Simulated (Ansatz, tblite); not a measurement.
Cost and result up the ladder for H2Te2 (Te2H2) (4 atoms). Total charge 0; singlet. Geometry: r2SCAN-D4/def2-TZVP.

```csv
atom,x (Å),y (Å),z (Å)
Te1,1.103,0.927,-0.310
Te2,-0.175,-1.453,-0.174
H3,-0.199,1.782,-0.899
H4,-0.730,-1.256,1.384
```

Ansatz on 4 threads of Intel Xeon on a shared host; xTB runs through tblite on one thread. Times are rough, summed over both states, and most runs start from the orbitals of an earlier one. CCSD(T)/def2-TZVPP serves as the yardstick here, not as an exact answer. The other state is a doublet.

In the def2 sets Te takes a core potential; there is no spin–orbit coupling. The xTB rows come from tblite. Correlated methods freeze 8 core orbitals; core or outer-core shells of Te are correlated, in sets that lack core-valence functions. HOMO above LUMO, or a gap near zero within one spin, warns that the state may not be the lowest or that an electron is smeared out.

Correlated methods converge slowly with the basis.

Raw xTB energies of ions are shifted by several eV.

```
                          level  functions  vertical IE (eV)  difference from CCSD(T)/def2-TZVPP (eV)                                     remarks
                       GFN1-xTB         22             13.53                                     4.86                                           –
            r2SCAN-D4/def2-TZVP        112              8.56                                    -0.11  gap within one spin near zero (+1 doublet)
                       GFN2-xTB         20             13.61                                     4.94                                           –
             CCSD(T)/def2-TZVPP        128              8.67                                     0.00                                           –
PBE0-D4/def2-TZVP (with forces)        112              8.64                                    -0.03                                           –
               PBE-D4/def2-TZVP        112              8.41                                    -0.26  gap within one spin near zero (+1 doublet)
```

Problem. Estimate how long each takes.

Solution. GFN1-xTB 0.024 s; GFN2-xTB 0.025 s; PBE-D4/def2-TZVP 8.3 s; r2SCAN-D4/def2-TZVP 12 s; PBE0-D4/def2-TZVP (with forces) 30 s; CCSD(T)/def2-TZVPP 2.7 min. On shared hardware such times vary by a factor of up to 3.
